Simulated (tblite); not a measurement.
Compound: C4H13NO2Si2.
Numbering: `[NH2:1][C:2](=[O:3])[SiH2:4][C@H:5]([SiH3:6])[CH2:7][CH2:8][OH:9]` (hydrogens: H10, H11 on N1; H12, H13 on Si4; H14 on C5; H15, H16, H17 on Si6; H18, H19 on C7; H20, H21 on C8; H22 on O9)

Geometry (GFN2-xTB, Å), atoms numbered from 1 in this order:
```xyz
22
C4H13NO2Si2 angstrom
N      2.4352    0.6826   -0.6266
C      1.9369   -0.4969   -1.0481
O      2.2377   -0.9698   -2.1312
Si     0.7279   -1.4113    0.1278
C     -1.0015   -0.6066   -0.0038
Si    -1.7694   -0.9152   -1.7287
C     -1.0376    0.8872    0.3211
C     -0.5728    1.2070    1.7381
O      0.8405    1.1261    1.7915
H      2.1236    1.0823    0.2423
H      3.0581    1.2053   -1.2248
H      0.6137   -2.7917   -0.3506
H      1.2618   -1.4518    1.4967
H     -1.6376   -1.1162    0.7285
H     -0.9736   -0.2639   -2.7650
H     -3.1169   -0.3263   -1.7340
H     -1.8879   -2.3540   -1.9552
H     -0.4036    1.4398   -0.3749
H     -2.0583    1.2639    0.2111
H     -1.0228    0.4947    2.4410
H     -0.8898    2.2219    2.0195
H      1.1260    1.1122    2.7102
```

Calculated harmonic vibrations of the isolated species, GFN2-xTB (tblite), most abundant isotopes, no scaling. Against measured fundamentals such values can be off by several per cent, at times by over 20. Modes of hydrogen on silicon can be 10 to 20 % off. One conformer, not necessarily the lowest.

Harmonic wavenumbers (cm⁻¹): 27.1, 50.2, 73.7, 99.6, 116.6, 139.4, 178.6, 191.5, 268.4, 281.4, 305.5, 316.7, 415.7, 439.0, 454.4, 470.5, 513.8, 517.3, 539.2, 559.6, 631.8, 643.8, 658.2, 729.1, 765.0, 791.8, 798.1, 804.4, 829.4, 913.4, 933.6, 1009.0, 1057.7, 1076.3, 1107.2, 1116.1, 1153.3, 1229.1, 1263.9, 1276.1, 1292.0, 1342.5, 1368.1, 1449.3, 1476.2, 1482.5, 1698.3, 2196.5, 2205.7, 2254.8, 2281.1, 2295.4, 2872.1, 2908.9, 2912.4, 2950.8, 2984.3, 3413.2, 3506.3, 3564.2.

A = 1094, B = 1080, C = 667.1 MHz; mass 163.048 u (most abundant isotopes); point group C1, symmetry number 1.

Problem. What is the zero-point energy?

Solution. Half the sum of the wavenumbers: 35600 cm⁻¹ = 101.79 kcal/mol.

Problem. Give the ideal-gas entropy at 298.15 K and 1 bar in the rigid-rotor, harmonic-oscillator model (classical rotation).

Solution. Translation 41.20, rotation 30.39, vibration 43.65: S = 115.2 cal/(mol K).

Problem. And Cp and H(298.15 K) − H(0)?

Solution. Cp = 51.13 cal/(mol K), of which vibrations give 43.19 (their classical limit is 60 R = 119.2); H(298.15 K) − H(0) = 9.04 kcal/mol without the zero-point energy, 6.67 from vibrations.

Problem. Blend soft modes into free rotors: weight 1/[1 + (100 cm⁻¹/ν̃)⁴] for the oscillator and the rest for a rotor with moment μB/(μ + B), μ = h/(8π²ν), B = 10⁻⁴⁴ kg m². What vibrational entropy results?

Solution. 39.39 cal/(mol K) in place of 43.65, which changes −T·S at 298.15 K by +1.27 kcal/mol.

Problem. Which modes carry the vibrational entropy at 298.15 K?

Solution. 27.1 cm⁻¹: 6.03; 50.2 cm⁻¹: 4.81; 73.7 cm⁻¹: 4.05; 99.6 cm⁻¹: 3.46; 116.6 cm⁻¹: 3.16; 139.4 cm⁻¹: 2.81 cal/(mol K); the other 54 give 19.32 together.

Hindered rotation and anharmonicity are outside this model. Other conformers, if any are populated, would add a mixing term that is left out. The structure is chiral; the term R ln 2 for an equal mix with its mirror image is left out.
